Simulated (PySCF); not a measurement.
Compound: C8H20AlN.
Numbering: `[CH3:1][CH2:2][CH2:3][C@@H:4]1[CH2:5][CH2:6][AlH2-:7][N+:8]1([CH3:9])[CH3:10]`

Cartesian coordinates in Å at the PBE0-D3(BJ)/def2-SVP level; atoms count from 1:
```
atom  x, y, z in Å
C1     3.5118   -1.3499    0.9469
C2     2.4764   -0.3496    0.4597
C3     1.0450   -0.8358    0.6558
C4    -0.0048    0.1476    0.1452
C5    -0.1836    1.3819    1.0315
C6    -1.2104    2.3505    0.4381
Al7   -2.5759    1.1918   -0.4439
N8    -1.3488   -0.4748   -0.1017
C9    -1.8569   -1.2125    1.0615
C10   -1.3477   -1.3474   -1.2796
H11    3.4229   -2.3106    0.4142
H12    4.5358   -0.9780    0.7943
H13    3.3901   -1.5577    2.0221
H14    2.6399   -0.1337   -0.6109
H15    2.6177    0.6102    0.9835
H16    0.9370   -1.8051    0.1384
H17    0.8733   -1.0382    1.7274
H18    0.3132    0.5028   -0.8519
H19    0.8089    1.8418    1.1776
H20   -0.4962    1.0492    2.0377
H21   -0.7241    2.9872   -0.3220
H22   -1.5981    3.0325    1.2113
H23   -2.6589    1.2421   -2.0510
H24   -3.9269    0.7887    0.3331
H25   -1.8748   -0.5626    1.9457
H26   -2.8886   -1.5307    0.8627
H27   -1.2403   -2.1007    1.2768
H28   -2.3757   -1.6729   -1.4928
H29   -0.9790   -0.7917   -2.1512
H30   -0.7235   -2.2441   -1.1231
```

NICS is the negative of the GIAO shielding at a point without a nucleus: at the ring centre (0) and 1 Å above and below it (1); zz is the component along the ring normal. Level: GIAO HF/pcSseg-1 (PySCF, non-relativistic, gas phase) on the PBE0-D3(BJ)/def2-SVP geometry, one conformer.

Ring bond lengths (Å): C4–C5 1.530, C5–C6 1.531, C6–Al7 1.996, Al7–N8 2.098, N8–C4 1.501.

**Question.** What do the NICS probes read (ppm)?

**Answer.** 
| ring | type | NICS(0) | NICS(1), two faces | NICS(1)zz, two faces | rms pucker (Å) | centre to ring atoms, mean (Å) |
| --- | --- | --- | --- | --- | --- | --- |
| C4–C5–C6–Al7–N8 | 5-membered ring with Al and N; formal bonds all single | -4.7 | -3.3 / -3.2 | 0.0 / -0.1 | 0.20 | 1.44 |

**Question.** What do they say, and how far can they be read as aromaticity?

**Answer.** 
- C4–C5–C6–Al7–N8: mean NICS(1)zz -0.1 ppm, near zero. C4, C5, C6, Al7, N8 have four or more neighbours, and the NICS criterion for π rings isn't applied.

**Question.** How do the values depend on the level or the medium?

**Answer.** 
```csv
level,"NICS(0), C4–C5–C6–Al7–N8","mean NICS(1)zz, C4–C5–C6–Al7–N8"
"HF/pcSseg-1, gas",-4.7,-0.1
"PBE0/pcSseg-1, gas",-4.5,-0.2
```

The geometry is the same throughout.
